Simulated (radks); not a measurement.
Valence configurations of neutral cadmium (all share [Kr]). Calculated with a radial shooting solver on a logarithmic mesh with Libxc functionals: Dirac Kohn-Sham, PBE, spin-unpolarised, spherical densities, finite nucleus; open shells fill j = l - 1/2 first; Fermi nuclear charge, rms radius 4.6087 fm. Energies are relative to 4d10 5s2; eigenvalues in eV.

valence,E (eV),e(4d3/2),e(4d5/2),e(5p1/2),e(5p3/2),e(5s1/2)
4d10 5s2,0.000,-12.153,-11.456,-,-,-5.660
4d10 5s1.5 5p0.5,2.217,-13.095,-12.396,-1.764,-,-6.284
4d10 5s1 5p1,4.517,-13.936,-13.235,-2.149,-,-6.825
4d9.5 5s2 5p0.5,5.576,-14.895,-14.175,-2.018,-,-6.840
4d10 5s0.5 5p1.5,6.889,-14.711,-14.007,-2.500,-,-7.309
4d10 5p2,9.323,-15.437,-14.730,-2.824,-,-
4d9 5s2 5p1,12.153,-17.532,-16.787,-2.641,-,-7.890
4d9 5s1.5 5p1.5,14.807,-18.261,-17.514,-2.973,-,-8.339
4d9 5s0.5 5p2.5,20.443,-19.708,-18.956,-3.623,-3.294,-9.210
4d8 5s2 5p2,28.281,-22.683,-21.890,-3.778,-,-9.780

NIST lists [Kr] 4d10 5s2 as the ground configuration; this level of theory agrees among the configurations tried. The energies are those of spherical spin-averaged densities, not of single terms.
